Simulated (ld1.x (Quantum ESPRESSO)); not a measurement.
**What one change does to a pseudopotential (C (Z = 6), TM)**

C (Z = 6), norm-conserving Troullier–Martins (Kleinman–Bylander form), made with ld1.x (Quantum ESPRESSO) 7.5 (LDA (PZ), non-relativistic). Core [He], reference 2s2 2p2. Waves: 2p (bound): rc 2.05 bohr; 2s (bound): rc 1.10 bohr. Local part: the s channel. Core correction: a·sin(br)/r model core inside 0.50 bohr.

Change: wave 2s (bound): rc 1.10 bohr becomes 2s (bound): rc 1.38 bohr.

Cutoffs: the cutoffs (Ry, on a coarse ladder) from which the occupation-weighted sum of valence levels, in a spherical-Bessel basis at the reference potential, stays within 10 and 1 mRy of its value at 400 Ry; they do not see the model core or the augmentation charge, which bear on the density cutoff. Errors are all-electron minus pseudo energies relative to the spin-unpolarised reference configuration.

Predict the effect on cutoff, ghosts and configuration errors.

The potential gets softer (35 Ry and 90 Ry → 30 Ry and 70 Ry); of the 9 tests that both files solve, the error grows in 1 and shrinks in 0 by more than 15 % and 0.3 meV (median size 28.0 → 32.1 meV); neither file shows a bound ghost. A larger radius leaves more room for a smooth pseudo-wave, so fewer plane waves are needed.

| quantity | base | changed |
| --- | --- | --- |
| cutoff, loose | 35 Ry | 30 Ry |
| cutoff, tight | 90 Ry | 70 Ry |
| loose cutoff by channel (10 mRy a level) | p 25 Ry, s 30 Ry | p 25 Ry, s 25 Ry |
| bound ghosts | none | none |
| error for 2s2 2p1, meV [ΔE 10.99 eV] | +28 | +32 |
| error for 2s2 2p0, meV [ΔE 35.25 eV] | +278 | +308 |
| error for 2s1 2p0, meV [ΔE 83.20 eV] | +570 | +585 |
| error for 2s0 2p4, meV [ΔE 16.49 eV] | +18 | +19 |
| error for 2s2 2p2.3, meV [ΔE -1.20 eV] | +0.3 | +0.4 |
| error for 2s1 2p2, meV [ΔE 19.47 eV] | -24 | -27 |
| error for 2s1 2p3, meV [ΔE 8.23 eV] | +4.0 | +4.1 |
| error for 2s2 2p2 (spin-polarised), meV [ΔE -1.13 eV] | +29 | +32 |
| error for 2s2 2p1 (spin-polarised), meV [ΔE 10.59 eV] | +36 | +42 |
| s: phases at 2.26 bohr within 0.05 rad from the reference energy up to (Ry; the scan ends near 5) | 2.6 | 2.2 |
| p: phases at 2.26 bohr within 0.05 rad from the reference energy up to (Ry; the scan ends near 5) | 2.0 | 2.1 |
